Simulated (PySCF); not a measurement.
Ligands exchanged one at a time, In F-Cl. Isolated molecules, 0 K electronic values unless said otherwise. Strings in code marks are SMILES.

The numbers are results of PySCF with B3LYP-D3(BJ)/def2-TZVP // PBE0-D4/def2-TZVP, not measurements. B3LYP has the VWN-RPA correlation part, as in Gaussian. Excitations are Tamm–Dancoff values on a coarser integration grid. The basis has no diffuse functions, so Rydberg states are missing or too high.

```json
[
 {"species": "0 of 3 F replaced by Cl", "T1 excitation (TDA) (eV)": "5.19", "HOMO–LUMO gap (eV)": "___", "HOMO (eV)": "-10.87", "S1 oscillator strength": "0.000"},
 {"species": "1 of 3 F replaced by Cl", "T1 excitation (TDA) (eV)": "___", "HOMO–LUMO gap (eV)": "6.08", "HOMO (eV)": "-9.62", "S1 oscillator strength": "0.017"},
 {"species": "2 of 3 F replaced by Cl", "T1 excitation (TDA) (eV)": "4.55", "HOMO–LUMO gap (eV)": "6.02", "HOMO (eV)": "-9.36", "S1 oscillator strength": "0.014"},
 {"species": "3 of 3 F replaced by Cl", "T1 excitation (TDA) (eV)": "___", "HOMO–LUMO gap (eV)": "5.96", "HOMO (eV)": "-9.16", "S1 oscillator strength": "___"}
]
```

Fill in the missing entries.


- 0 of 3 F replaced by Cl, HOMO–LUMO gap (eV): 7.05
- 1 of 3 F replaced by Cl, T1 excitation (TDA) (eV): 4.54
- 3 of 3 F replaced by Cl, T1 excitation (TDA) (eV): 4.56
- 3 of 3 F replaced by Cl, S1 oscillator strength: 0.000
